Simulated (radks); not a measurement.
Problem. Successive ionisation energies (eV) of one element, from differences of total energies of ions in their ground configurations, starting at charge 22: 667.16, 746.69, 779.26, 1406.2, 1485.5, 1566.3, 1648.6, 1732.5, 1817.8, 1904.5, 1992.7, 2082.3, 2173.2, 2419.7, 2500.8, 2582.5, 2664.7, 2747.3, 2830.0, 2996.9, 3071.2, 7313.6. All-electron calculation, non-relativistic Kohn-Sham, LDA (Slater exchange, Perdew-Wang correlation), spin-unpolarised, spherical densities, point nucleus; relativity is left out, which matters for an element this heavy. Program: a radial shooting solver on a logarithmic mesh with Libxc functionals. Which element is it?

Solution. Iodine (Z = 53). The first species listed is I22+ in [Ar] 3d10 4s2 4p1, the last I43+ in [Ne].
